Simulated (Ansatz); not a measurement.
The same path of CH7GeNOSi (12 atoms, charge 0, multiplicity 1) was run twice with different band settings. Lost on the way: Ge2–C3, Si5–H12. Made: Ge2–Si5, C3–H12.

Level of theory: RKS B3LYP/def2-SVP (Ansatz 0.2.0).

Relaxed end points:

```xyz
12
Properties=species:S:1:pos:R:3
N -0.626 0.239 1.973
Ge -0.853 -1.092 0.715
C 0.030 -0.695 -1.091
O -0.097 -1.500 -1.988
Si 1.051 0.960 -1.328
H -1.070 1.134 1.780
H 0.322 0.396 2.308
H -0.223 -2.383 1.279
H -2.367 -1.265 0.478
H 0.144 2.121 -1.084
H 2.141 0.996 -0.308
H 1.624 1.034 -2.700
```

```xyz
12
Properties=species:S:1:pos:R:3
N -1.313 0.441 1.898
Ge -0.215 -0.844 1.134
C 0.100 0.525 -2.159
O -0.383 -0.233 -2.968
Si 1.203 -0.095 -0.688
H -2.040 0.793 1.277
H -0.817 1.241 2.290
H 0.682 -1.383 2.271
H -1.150 -1.960 0.622
H 2.065 1.040 -0.232
H 2.059 -1.212 -1.183
H -0.115 1.633 -2.227
```

Common settings: movable images 9; climbing image yes; spring 5.0 eV/Å²; optimiser quadratic models (default); start path through a guess of the saddle point; iteration limit 51; end points relaxed.

| run | force threshold |
| --- | --- |
| 1 | 0.05 eV/Å |
| 2 | 0.5 eV/Å |

Problem. What does each run give, and how far can it be trusted?

Solution. Run 1: converged after 45 iterations, highest image 2.525 eV above the first end. Beside the main top the profile has a ripple of under 15 meV (maxima at images 2, 7), which may be a very shallow well or noise. Neighbouring images differ by up to 2.2 eV, so the band resolves the path poorly. A vibrational analysis at the climbing image gives one clearly imaginary mode, 774i cm⁻¹: a first-order saddle point.
Run 2: converged after 18 iterations, highest image 2.706 eV above the first end. The threshold of 0.5 eV/Å is loose, so the images may lie well off the minimum-energy path. Beside the main top the profile has a ripple of under 15 meV (maxima at images 2, 7), which may be a very shallow well or noise. Neighbouring images differ by up to 2.0 eV, so the band resolves the path poorly. The order of the stationary point at the top wasn't checked.
The orbitals stay closed-shell, which can raise the energy where a bond breaks towards radicals; this wasn't checked here.
